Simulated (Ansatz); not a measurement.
Molecule: C3H9F3Si2 (charge 0, singlet). 
Geometry from a B3LYP-D3(BJ)/def2-TZVP (Ansatz, a program for electronic structure) optimisation:
SMILES: C[Si](C)(C)[Si](F)(F)F
```xyz
17

C     -2.3529     0.8321     0.0821
Si    -1.0501    -0.5144    -0.0315
C     -1.1602    -1.6852     1.4315
C     -1.1838    -1.4478    -1.6545
Si     1.0498     0.5143     0.0315
F      1.2724     1.5359    -1.1736
F      2.2516    -0.5318    -0.0505
F      1.2860     1.3523     1.3684
H     -2.2733     1.5336    -0.7504
H     -2.2593     1.3985     1.0104
H     -3.3532     0.3925     0.0562
H     -2.1301    -2.1891     1.4394
H     -1.0520    -1.1511     2.3772
H     -0.3844    -2.4517     1.3865
H     -1.0887    -0.7753    -2.5089
H     -0.4088    -2.2118    -1.7389
H     -2.1546    -1.9451    -1.7250
```
Charge 0, spin multiplicity 1.

Basis-set convergence of Hartree-Fock and CCSD(T) correlation energies (hartree) with Ansatz. Cores are frozen in the correlated levels unless marked. No spin-orbit coupling. No relativistic terms.

```
basis        functions       E(HF)  E(corr, CCSD(T))
-----------  ---------  ----------  ----------------
cc-pV(D+d)Z        175  -995.28571          -1.27966
cc-pV(T+d)Z        384           …                 …
```

Problem. Complete the blanks.

Solution. 
- cc-pV(T+d)Z, E(HF): -995.47776
- cc-pV(T+d)Z, E(corr, CCSD(T)): -1.62746
